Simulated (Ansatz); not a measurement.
Ge₃⁻. Total charge -1; doublet. Geometry B3LYP-D4/def2-TZVPD, basis def2-TZVPD, Ansatz.

```xyz
3

Ge    0.2211   -0.0160   -1.4521
Ge    0.6432   -0.9256    0.7275
Ge   -0.8643    0.9417    0.7245
```

```tsv
run	HOMO (eV)	LUMO (eV)
A	0.06	0.93
B	-0.53	1.45
C	-2.29	4.43
D	0.27	0.76
E	0.32	0.86
F	0.13	0.47
```

The structure comes from a short search, and lower isomers may exist.

HOMO and LUMO are taken over both spins.

The runs used HF, LDA (SPW92), PBE, PBE0, r2SCAN, revPBE. Estimate which is which.

A r2SCAN (0 % exact exchange); B PBE0 (25 % exact exchange); C HF (100 % exact exchange); D PBE (0 % exact exchange); E revPBE (0 % exact exchange); F LDA (SPW92) (0 % exact exchange). Exact exchange lowers occupied and raises empty levels; among semilocal functionals meta-GGAs tend to open the gap a little, and such runs are hard to tell apart. The gap grows from 0.34 eV (LDA (SPW92)) to 6.72 eV (HF). At r2SCAN-D4/def2-TZVPD, PBE-D4/def2-TZVPD, revPBE-D4/def2-TZVPD, LDA (SPW92)/def2-TZVPD the highest occupied level of the charge -1 doublet lies above zero (up to 0.32 eV). By energy differences its removal costs 2.20 eV (vertical, to the charge 0 triplet, at PBE0-D4/def2-TZVPD). At HF/def2-TZVPD the charge -1 doublet is spin-contaminated (final ⟨S²⟩ up to 0.83, 0.75 for a pure state).
